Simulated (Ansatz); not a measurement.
Be₁₀⁺. The state is a doublet with charge 1. Geometry PBE/def2-SVP; atoms count from 1.

| atom | x (Å) | y (Å) | z (Å) |
| --- | --- | --- | --- |
| Be1 | 1.326 | 1.121 | 0.707 |
| Be2 | -1.106 | -1.852 | -0.375 |
| Be3 | 2.067 | -0.266 | -0.670 |
| Be4 | 0.516 | 1.161 | -1.261 |
| Be5 | 0.002 | 0.401 | 2.153 |
| Be6 | -0.740 | 1.565 | 0.455 |
| Be7 | -1.413 | 0.197 | -1.081 |
| Be8 | 0.316 | -0.932 | -1.596 |
| Be9 | 0.598 | -1.068 | 0.690 |
| Be10 | -1.565 | -0.327 | 0.978 |

Another isomer (doublet) lies 0.15 eV lower at PBE0/def2-TZVP; other spin states weren't run for this one.

(1) Estimate the Mulliken populations from the PBE0/def2-TZVP orbitals of Ansatz.

(2) Where does the spin sit?

(3) And the Mayer bond orders between heavy atoms (over 0.3)?

Results:

(1) 
| atom | charge (e) | spin (α − β) |
| --- | --- | --- |
| Be1 | 0.15 | 0.02 |
| Be2 | -0.07 | 0.07 |
| Be3 | -0.07 | 0.07 |
| Be4 | 0.11 | 0.16 |
| Be5 | -0.07 | 0.07 |
| Be6 | 0.11 | 0.16 |
| Be7 | 0.11 | 0.16 |
| Be8 | 0.15 | 0.02 |
| Be9 | 0.44 | 0.25 |
| Be10 | 0.15 | 0.02 |
Mulliken values depend strongly on the basis.

(2) Summed by element: Be 1.00, of 1 unpaired in all. Largest on single atoms: Be9 0.25, Be6 0.16, Be7 0.16.

(3) Be1–Be3 0.55 (2.09 Å); Be1–Be4 0.46 (2.13 Å); Be1–Be5 0.55 (2.09 Å); Be1–Be6 0.46 (2.13 Å); Be2–Be7 0.49 (2.19 Å); Be2–Be8 0.55 (2.09 Å); Be2–Be9 0.42 (2.16 Å); Be2–Be10 0.55 (2.09 Å); Be3–Be4 0.49 (2.19 Å); Be3–Be8 0.55 (2.09 Å); Be3–Be9 0.42 (2.16 Å); Be4–Be6 0.50 (2.16 Å); Be4–Be7 0.50 (2.16 Å); Be4–Be8 0.46 (2.13 Å); Be5–Be6 0.49 (2.19 Å); Be5–Be9 0.42 (2.16 Å); Be5–Be10 0.55 (2.09 Å); Be6–Be7 0.50 (2.16 Å); Be6–Be10 0.46 (2.13 Å); Be7–Be8 0.46 (2.13 Å); Be7–Be10 0.46 (2.13 Å).
